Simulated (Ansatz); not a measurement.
One change: `O/C=C/[SiH3]` becomes `C#C/C=C\[SiH3]`.

Ansatz, PBE0-D4/def2-TZVP geometries, multiplicity 1. Each molecule was computed in one conformer, which needn't be the lowest.

```
                                          property  `O/C=C/[SiH3]`
                 HOMO energy (PBE/def2-TZVPP) / eV           -5.90
                 LUMO energy (PBE/def2-TZVPP) / eV           -0.85
size of the dipole moment (ωB97M-V/def2-TZVPP) / D            1.38
             LUMO energy (ωB97M-V/def2-TZVPP) / eV            2.27
               HOMO energy (B3LYP/def2-TZVPP) / eV           -6.86
                HOMO energy (PBE0/def2-TZVPP) / eV           -7.08
```

**Question.** Give the same properties after the change, and the shifts. (Best estimate.)

**Answer.** Computed: 
| property | `C#C/C=C\[SiH3]` | shift |
| --- | --- | --- |
| HOMO energy (PBE/def2-TZVPP) / eV | -6.31 | -0.41 |
| LUMO energy (PBE/def2-TZVPP) / eV | -2.38 | -1.53 |
| size of the dipole moment (ωB97M-V/def2-TZVPP) / D | 0.60 | -0.78 |
| LUMO energy (ωB97M-V/def2-TZVPP) / eV | 0.55 | -1.72 |
| HOMO energy (B3LYP/def2-TZVPP) / eV | -7.11 | -0.25 |
| HOMO energy (PBE0/def2-TZVPP) / eV | -7.33 | -0.25 |

With PBE0 the HOMO falls by 0.25 eV and the LUMO falls by 1.64 eV, so the gap narrows by about 1.39 eV. PBE moves the HOMO by -0.41 eV and ωB97M-V by -0.15 eV. Dipoles are sizes alone; their direction can turn.

B3LYP here is the variant with VWN-RPA as its local correlation; programs differ in this.
